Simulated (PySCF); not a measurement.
**Excitation energy of Te²⁺ by level of theory**

Te²⁺ [Kr] 4d10 5s2 5p2 (3P) → Te²⁺ [Kr] 4d10 5s1 5p3, s spin flipped, as a difference of total energies. Calculation: PySCF 2.14, in aug-cc-pVQZ-DK3 (9s8p6d3f2g, 102 functions); scalar relativity by spin-free X2C-1e. Correlated levels: valence: [Kr] 4d10 frozen. The calculations carry no spin-orbit coupling.

```
           method  excitation energy (eV)
              UHF                  12.961
    MP2 (valence)                  11.461
SCS-MP2 (valence)                  11.328
```

**Question.** How much does correlation contribute at MP2 (valence)?

**Answer.** 11.461 − (12.961) = -1.500 eV, measured against UHF.

The upper determinant mixes two multiplicities, so it lies between the two terms.

The coupled-cluster amplitudes are large for the upper state (T1 above 0.03 or a double amplitude above 0.15), so a single reference is strained.
